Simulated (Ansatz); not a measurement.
Program: Ansatz. Geometries: PBE0-D4/def2-TZVP. ΔE: electronic, gas phase. CCSD(T)/CBS is the MP2 limit (def2-TZVPP, def2-QZVPP) plus CCSD(T) − MP2 in def2-TZVPP, frozen cores. DFT in def2-TZVPP. B3LYP here is the variant with VWN-RPA as its local correlation; programs differ in this. def2 core potentials past Kr. For As, Te outer-core shells are correlated without core-valence functions, which leaves a few kJ/mol of doubt a bond. Scalar relativity is left out up to krypton. Each species was taken in one conformer, which may not be the lowest.

Reaction (cleavage of the Si–As bond): `[SiH3][AsH2]` + `O=C[TeH]` → `O=C[Te][SiH3]` + `[AsH3]`

**Question.** Is it downhill or uphill in electronic energy at CCSD(T)/CBS, and by how much? (Estimate.)

**Answer.** Computed: Downhill: ΔE = -31.1 kJ/mol.

**Question.** What do these levels give: ωB97X-V, ωB97M-V, B2PLYP, PBE0, B3LYP, CCSD(T)/def2-TZVPP? (Best estimate.)

**Answer.** Computed: ωB97X-V -27.1, ωB97M-V -27.8, B2PLYP -28.3, PBE0 -27.0, B3LYP -25.4, CCSD(T)/def2-TZVPP -27.2 kJ/mol.

Largest T1 diagnostic among the species: 0.016.
